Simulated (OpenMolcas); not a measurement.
# Mo³⁺: from CASSCF to CASPT2

```json
{"Program": "OpenMolcas", "Basis": "ANO-RCC-VQZP [8s7p5d3f2g1h]", "Scalar Hamiltonian": "DKH2, point nucleus", "Active space": "3 electrons in 10 orbitals (4d 5d)", "State averaging": "2S+1 = 4 even, 10 roots; 2S+1 = 2 even, 40 roots", "Spin-orbit coupling": "RASSI with atomic mean-field integrals over the reference wave functions, term energies averaged over their components"}
```

Methods on the same reference wave functions:
A. CASSCF
B. SS-CASPT2, IPEA 0.25 Eh, imaginary shift 0.1 Eh (closed shells correlated: 4s 4p)
C. MS-CASPT2, IPEA 0.25 Eh, imaginary shift 0.1 Eh (closed shells correlated: 4s 4p)

Energies in cm⁻¹ above 4d³ ⁴F_3/2, the measured ground level; measured values from Sugar and Musgrove, J. Phys. Chem. Ref. Data 17, 155 (1988).

```json
{"Level": "4d³ ⁴F_3/2", "A": "0.0", "B": "0.0", "C": "0.0", "Measured": "0.0"}
{"Level": "4d³ ⁴F_5/2", "A": "740", "B": "761", "C": "761", "Measured": "778"}
{"Level": "4d³ ⁴F_7/2", "A": "1695", "B": "1720", "C": "1720", "Measured": "1760"}
{"Level": "4d³ ⁴F_9/2", "A": "2806", "B": "2810", "C": "2810", "Measured": "2865"}
{"Level": "4d³ ⁴P_1/2", "A": "13032", "B": "10480", "C": "10480", "Measured": "10338"}
{"Level": "4d³ ⁴P_3/2", "A": "13137", "B": "10420", "C": "10420", "Measured": "10331"}
{"Level": "4d³ ²G_7/2", "A": "14083", "B": "11480", "C": "11490", "Measured": "11580"}
{"Level": "4d³ ⁴P_5/2", "A": "14228", "B": "11800", "C": "11800", "Measured": "11612"}
{"Level": "4d³ ²G_9/2", "A": "14812", "B": "12260", "C": "12260", "Measured": "12311"}
{"Level": "4d³ ²P_1/2", "A": "18393", "B": "13810", "C": "13810", "Measured": "14348"}
{"Level": "4d³ ²H_9/2", "A": "18683", "B": "16170", "C": "16170", "Measured": "15995"}
{"Level": "4d³ ²H_11/2", "A": "19096", "B": "16600", "C": "16600", "Measured": "16357"}
{"Level": "4d³ ²D_5/2(1)", "A": "20810", "B": "17000", "C": "17010", "Measured": "16809"}
{"Level": "4d³ ²D_3/2(1) [54 %]", "A": "21066", "B": "16940", "C": "16920", "Measured": ""}
{"Level": "4d³ ²F_7/2", "A": "30575", "B": "25260", "C": "25260", "Measured": "24787"}
{"Level": "4d³ ²F_5/2", "A": "30917", "B": "25590", "C": "25590", "Measured": "25100"}
{"Level": "4d³ ²D_5/2(2)", "A": "47174", "B": "40220", "C": "40210", "Measured": "38922"}
{"Level": "4d³ ²D_3/2(2)", "A": "47523", "B": "40560", "C": "40580", "Measured": "39231"}
```

Deviations, from unrounded energies. A percentage is the sum of absolute deviations over the sum of measured energies, with the sign that they share, or ± where signs differ.

```csv
Against measurement,Levels,A,B,C
mean absolute deviation (cm-1),16,3400,340,340
fine structure of the ground term (%),3,-3.0,-2.1,-2.1
other terms of the ground configuration (%),13,+22.1,±2.1,±2.2
```

B, C lie about equally close to measurement and A furthest from it. The largest miss of B in the table is 4d³ ²D_3/2(2), by +1300 cm-1. The ranking rests on the paired levels alone, and a cruder setting can come out closer through cancelling errors.

Between B and C the level of the table that moves most is 4d³ ²D_3/2(2), by 22 cm-1 (lowest in B, highest in C). Moves below CASPT2's spread within the term are not significant.

The two smallest mean deviations differ by little beside CASPT2's spread within terms, so their order carries little weight.

From A to B the spin-free energies of the other terms of 4d³ shown, above ⁴F, scale by factors of 0.72 to 0.85, as is usual when dynamic correlation screens the repulsion within a d or f shell.

The lowest spin-free term lies below A's lowest term by 0.325 hartree in B, 0.325 hartree in C.

Term energies are means over components that CASPT2 splits; among the terms shown or strongly mixed into the levels shown the widest spread is 650 cm-1 (4d³ ⁴F, C). Active for correlation alone: 5d; no level in the range computed is led by a configuration that fills it, so any true level of that kind is missing. Without dynamic correlation excited terms often stand tens of per cent too high (terms of higher spin than the ground term too low), and those without a measured partner can miss by more than the paired ones (holds for A). The CASPT2 spread within a term exceeds the gap to the next term for 4d³ ²H and 4d³ ²D(1), so the order of their levels is uncertain (holds for C). Computed and measured levels are paired by configuration, term and J; levels that our copy of the source lacks, or whose pairing is in doubt (as where it misses far off the trend of its configuration), stay unpaired and out of the deviations. Only configurations of the active space appear. Levels that lie high or do not pair safely by name in every column are left out.

A share in square brackets marks a mixed level and gives the weight of the term that names it, the lowest over the columns. A number in round brackets counts repeated terms of one configuration in the order of the reference energies.
